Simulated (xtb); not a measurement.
Input for xtb:
```
$ xtb mol.xyz --gfn 1 --uhf 1 --etemp 1000 --json

# file mol.xyz
5

C      0.03831317     0.37748676    -0.00198934
C      1.23935301    -0.08688495    -0.03729312
F     -1.07331666    -0.38169762     0.03330233
H     -0.24782299     1.43729641     0.00433304
H      2.24167587     0.25437132    -0.06835927
```

Problem. Estimate the dipole moment that GFN1-xTB (xtb) returns for this input.

Solution. 2.23 D

Problem. Give the partial charges in atom order at the level GFN1-xTB.

Solution. C1 0.23, C2 -0.11, F3 -0.25, H4 0.06, H5 0.06

Problem. What is the computed total energy (a free energy at this electronic temperature) (GFN1-xTB)?

Solution. -10.3034 Eh
